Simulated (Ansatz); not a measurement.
Basis-set extrapolation for CH₃AlFNS, SMILES `F[C]1(S)[NH][AlH]1` (PBE0-D4/def2-TZVP geometry, frozen core, the Gaussian-basis code of Ansatz). Multiplicity 1, RHF reference.

```json
{"": "HF", "def2-TZVPP": "-832.997482", "def2-QZVPP": "-833.024795"}
{"": "MP2 correlation", "def2-TZVPP": "-0.870050", "def2-QZVPP": "-0.941852"}
{"": "CCSD(T) correlation", "def2-TZVPP": "-0.938475", "def2-QZVPP": "not run"}
```

Energies in hartree. Use E(X) = E(∞) + A·exp(−7.88·√X) for Hartree–Fock and E(X) = E(∞) + B·X^(−2.97) for correlation, with X = 3 and 4, and add CCSD(T) minus MP2 of the smaller set to the MP2 limit.

**Question.** What is the CCSD(T) energy at the basis-set limit?

**Answer.** HF limit: -833.024795 + (-0.027313) × 0.13774 = -833.02856. MP2 limit: -0.941852 + (-0.071802) × 0.74074 = -0.99504. Higher-order term: -0.938475 − (-0.870050) = -0.06842. Total: -834.09202 hartree, 409.7 kJ/mol below CCSD(T)/def2-TZVPP.
